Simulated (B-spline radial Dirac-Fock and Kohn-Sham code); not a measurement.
Tm³⁺ 4p1/2: cross section and angular parameters

System: the Tm³⁺ ion, configuration [Xe] 4f12; threshold 408.3 eV (orbital energy of the model). These are calculated numbers from a radial finite-basis atomic code; the model is Dirac-Hartree-Slater photoionisation with a Latter tail; cross sections with all multipoles, angular parameters from the dipole term and its interference with E2.

For linearly polarised light dσ/dΩ = σ/(4π) [1 + β P₂(cos θ) + (δ + γ cos²θ) sin θ cos φ], with θ from the polarisation vector and φ the angle between the beam and the projection of the electron momentum on the plane normal to the polarisation.

```
hν (eV)  σ (kb)       β       γ       δ
    484    63.9  -0.048  -0.179   0.085
    501    63.6   0.104  -0.153   0.089
    516    63.2   0.222  -0.121   0.091
    690    57.4   0.976   0.270   0.060
    889    47.8   1.311   0.397   0.030
   1480    27.2   1.605   0.217   0.004
 1486.9    27.1   1.607   0.214   0.004
   1670    23.1   1.638   0.152   0.001
   2380    13.4   1.686   0.008  -0.002
   2520    12.2   1.689  -0.005  -0.003
   3610       ?       ?       ?       ?
   3890    5.60   1.679   0.031  -0.003
   4000    5.31   1.676   0.042  -0.003
   4750    3.79   1.658   0.126  -0.002
   6000    2.35   1.624   0.297   0.001
   6520    1.96   1.609   0.373   0.002
   6890    1.74   1.599   0.426   0.004
   7010    1.68   1.595   0.444   0.004
 8047.8    1.24   1.567   0.592   0.009
  12100   0.476   1.468   1.107   0.032
  14100   0.326   1.426   1.326   0.044
  15000   0.279   1.408   1.417   0.051
```

Question: Give the values at 3610 eV.

Answer: σ = 6.45 kb, β = 1.684, γ = 0.008, δ = -0.004.
